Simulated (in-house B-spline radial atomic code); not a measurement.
The numbers below are computed, except where a source is named.
**Weak and strong correlation along the adiabatic connection**

Two-electron singlets in several external potentials (atomic units), by full CI in B-splines with partial waves to l = 8 (correlation energies up to 0.6 % small). The repulsion is scaled by λ at fixed density; W(λ) is the mean repulsion less the Hartree energy, W(0) = E_x, and the area under W from 0 to 1 is E_xc.

One system gave this curve:

```json
{"λ": "0", "W (hartree)": "-0.31224"}
{"λ": "0.02", "W (hartree)": "-0.31424"}
{"λ": "0.05", "W (hartree)": "-0.31714"}
{"λ": "0.12", "W (hartree)": "-0.32341"}
{"λ": "0.25", "W (hartree)": "-0.33348"}
{"λ": "0.4", "W (hartree)": "-0.34303"}
{"λ": "0.6", "W (hartree)": "-0.35318"}
{"λ": "0.8", "W (hartree)": "-0.36117"}
{"λ": "1", "W (hartree)": "-0.36761"}
{"λ": "1.4", "W (hartree)": "-0.37735"}
{"λ": "2", "W (hartree)": "-0.38721"}
{"λ": "3", "W (hartree)": "-0.39737"}
{"λ": "4.5", "W (hartree)": "-0.40623"}
{"λ": "7", "W (hartree)": "-0.41442"}
```

(1) Which system is it?
A. −Z/r, Z = 1.14, wall at 1.17 bohr
B. −V exp(−r²/w²), V = 8.29, w = 3.15
C. −V exp(−r²/w²), V = 2.69, w = 10.9
D. −Z exp(−kr)/r, Z = 7.41, k = 2.64

## Answers

(1) C. The exchange energy sets the size: −V exp(−r²/w²), V = 2.69, w = 10.9: E_x = -0.312, E_c = -0.0334; −Z exp(−kr)/r, Z = 7.41, k = 2.64: E_x = -3.97, E_c = -0.0461; −Z/r, Z = 1.14, wall at 1.17 bohr: E_x = -1.63, E_c = -0.0463; −V exp(−r²/w²), V = 8.29, w = 3.15: E_x = -0.808, E_c = -0.0414 hartree.
